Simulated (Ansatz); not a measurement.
Cost and result up the ladder for the cluster Li5H5 (10 atoms). The state is a singlet with charge 0. Geometry: r2SCAN-D4/def2-TZVP.

| atom | x (Å) | y (Å) | z (Å) |
| --- | --- | --- | --- |
| Li1 | -1.3109 | 1.9320 | 0.7420 |
| Li2 | 0.4242 | -2.5605 | 0.5378 |
| Li3 | -0.7272 | -0.2778 | -0.3890 |
| Li4 | 0.1432 | 1.6516 | -1.8040 |
| Li5 | 1.3946 | -0.0078 | 0.7913 |
| H6 | 0.9862 | 0.4043 | -1.0145 |
| H7 | -0.3064 | 0.6668 | 1.2694 |
| H8 | -1.3862 | 1.8512 | -0.9954 |
| H9 | 1.7378 | -1.6672 | 1.1776 |
| H10 | -0.9554 | -1.9926 | -0.3152 |

Ansatz on 4 threads of Arm Neoverse V2 on a shared host. Times are rough, and most runs start from the orbitals of an earlier one. PBE0-D4/def2-TZVP serves as the yardstick here, not as an exact answer. Binding counts from free atoms at the same level (Li doublet, H doublet; other spins of the atoms weren't run), without zero-point energy or a counterpoise term.

Correlated methods freeze no core orbitals; core or outer-core shells of Li are correlated, in sets that lack core-valence functions. Another isomer (singlet) lies 0.81 eV lower at PBE0-D4/def2-TZVP; other spin states weren't run for this one.

Correlated methods converge slowly with the basis.

```csv
level,functions,wall time,binding energy per atom (eV),difference from PBE0-D4/def2-TZVP (eV)
LDA (SPW92)/def2-TZVP,100,0.4 s,2.07,0.20
BHLYP-D4/def2-TZVP,100,0.6 s,1.96,0.09
PBE0-D4/def2-TZVP,100,0.65 s,1.87,0.00
PBE-D4/def2-TZVP (with forces),100,0.65 s,1.87,0.01
r2SCAN-D4/def2-TZVP,100,1 s,1.90,0.04
CCSD(T)/def2-TZVPP,165,12 s,1.93,0.07
```
